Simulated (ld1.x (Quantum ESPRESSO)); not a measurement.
# Before and after: TM potential for palladium (Pd)

```json
{
 "Element": "Pd (Z = 46)",
 "Generator": "ld1.x (Quantum ESPRESSO) 7.5",
 "Type": "norm-conserving Troullier–Martins (Kleinman–Bylander form)",
 "Functional": "PBE",
 "Relativity": "scalar-relativistic",
 "Frozen core": "[Ar] 3d10",
 "Valence charge": "18",
 "Reference configuration": "4s2 4p6 4d9 5s0 5p0 (charge +1)",
 "Partial waves": "4p (bound): rc 1.40 bohr; 4d (bound): rc 1.75 bohr; 4s (bound): rc 1.20 bohr",
 "Local potential": "the s channel",
 "Core correction": "a·sin(br)/r model core inside 0.65 bohr"
}
```

All-electron outer shells of the reference configuration (PBE, scalar-relativistic, ld1.x):

```json
{"shell": "3d", "level (eV)": "-336.91", "outermost node (bohr)": "–", "outermost maximum (bohr)": "0.28"}
{"shell": "4s", "level (eV)": "-96.68", "outermost node (bohr)": "0.45", "outermost maximum (bohr)": "0.85"}
{"shell": "4p", "level (eV)": "-62.47", "outermost node (bohr)": "0.46", "outermost maximum (bohr)": "0.91"}
{"shell": "4d", "level (eV)": "-14.61", "outermost node (bohr)": "0.45", "outermost maximum (bohr)": "1.09"}
{"shell": "5s", "level (eV)": "-11.04", "outermost node (bohr)": "1.14", "outermost maximum (bohr)": "2.45"}
{"shell": "5p", "level (eV)": "-6.25", "outermost node (bohr)": "1.29", "outermost maximum (bohr)": "3.15"}
```

Change: wave 4d (bound): rc 1.75 bohr becomes 4d (bound): rc 2.56 bohr.

Cutoffs: the cutoffs (Ry, on a coarse ladder) from which the occupation-weighted sum of valence levels, in a spherical-Bessel basis at the reference potential, stays within 10 and 1 mRy of its value at 400 Ry; they do not see the model core or the augmentation charge, which bear on the density cutoff. Errors are all-electron minus pseudo energies relative to the spin-unpolarised reference configuration.

Task: Predict the effect on cutoff, ghosts and configuration errors.

Result: The potential gets neither clearly harder nor softer (110 Ry and 180 Ry → 110 Ry and 180 Ry); the s channel sets the loose cutoff, while the largest relative change is in d, which becomes softer; of the 7 tests that both files solve, the error grows in 5 and shrinks in 0 by more than 15 % and 0.3 meV (median size 18.4 → 113.9 meV); neither file shows a bound ghost. More of the atom is replaced by a form fitted at one configuration, so other configurations suffer.

| quantity | base | changed |
| --- | --- | --- |
| cutoff, loose | 110 Ry | 110 Ry |
| cutoff, tight | 180 Ry | 180 Ry |
| loose cutoff by channel (10 mRy a level) | p 35 Ry, d 50 Ry, s 100 Ry | p 35 Ry, d 35 Ry, s 100 Ry |
| bound ghosts | none | none |
| error for 4s2 4p6 4d10 5s0 5p0, meV [ΔE -9.12 eV] | +0.9 | -4.4 |
| error for 4s2 4p6 4d8 5s0 5p0, meV [ΔE 20.82 eV] | +2.1 | +11 |
| error for 4s2 4p6 4d7 5s0 5p0, meV [ΔE 55.18 eV] | +18 | +114 |
| error for 4s1 4p6 4d10 5s0 5p0, meV [ΔE 82.45 eV] | -92 | -340 |
| error for 4s2 4p6 4d8 5s1 5p0, meV [ΔE 4.52 eV] | +381 | +415 |
| error for 4s2 4p5 4d10 5s0 5p0, meV [ΔE 48.05 eV] | -67 | -239 |
| error for 4s2 4p6 4d9.5 5s0 5p0, meV [ΔE -5.88 eV] | +0.5 | -0.5 |
